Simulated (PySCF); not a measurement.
# Krypton: a sound run and one with changed settings

Sound run: Kr⁺ [Ar] 3d10 4s2 4p5, Kr²⁺ [Ar] 3d10 4s2 4p4. Computed with PySCF 2.14 in pcseg-2, with no relativity, point nucleus. In the sound run the correlated levels freeze [Ar] 3d10. The sound run starts from symmetry-adapted Hartree-Fock orbitals and uses a fine grid where one is needed.

Changed run: scalar relativity by spin-free X2C-1e. This setting is unsound on purpose.

```json
{"species": "Kr⁺", "method": "UHF", "sound run (hartree)": "-2751.54303", "changed run (hartree)": "-2779.39418", "converged": "yes"}
{"species": "Kr⁺", "method": "MN15", "sound run (hartree)": "-2753.72368", "changed run (hartree)": "-2781.49264", "converged": "yes"}
{"species": "Kr⁺", "method": "r2SCAN", "sound run (hartree)": "-2753.26382", "changed run (hartree)": "-2781.10253", "converged": "yes"}
{"species": "Kr⁺", "method": "MP2", "sound run (hartree)": "-2751.67961", "changed run (hartree)": "-2779.53025", "converged": "yes"}
{"species": "Kr⁺", "method": "CCSD(T)", "sound run (hartree)": "-2751.70395", "changed run (hartree)": "-2779.55406", "converged": "yes"}
{"species": "Kr²⁺", "method": "UHF", "sound run (hartree)": "-2750.68844", "changed run (hartree)": "-2778.53814", "converged": "yes"}
{"species": "Kr²⁺", "method": "MN15", "sound run (hartree)": "-2752.83061", "changed run (hartree)": "-2780.59859", "converged": "yes"}
{"species": "Kr²⁺", "method": "r2SCAN", "sound run (hartree)": "-2752.36522", "changed run (hartree)": "-2780.20265", "converged": "yes"}
{"species": "Kr²⁺", "method": "MP2", "sound run (hartree)": "-2750.79514", "changed run (hartree)": "-2778.64418", "converged": "yes"}
{"species": "Kr²⁺", "method": "CCSD(T)", "sound run (hartree)": "-2750.81829", "changed run (hartree)": "-2778.66674", "converged": "yes"}
```

Ionisation energy of Kr⁺:

| method | sound run (eV) | changed run (eV) |
| --- | --- | --- |
| UHF | 23.255 | 23.294 |
| MN15 | 24.302 | 24.328 |
| r2SCAN | 24.452 | 24.487 |
| MP2 | 24.068 | 24.111 |
| SCS-MP2 | 24.064 | 24.107 |
| CCSD | 24.072 | 24.117 |
| CCSD(T) | 24.100 | 24.145 |

Most of the change in total energy is the relativistic energy itself. On top of that the contraction fixes the core shape for the Hamiltonian it was made with, so the changed run is not a good calculation with the other Hamiltonian either.

For comparison, NIST gives 24.360 eV between the lowest levels.
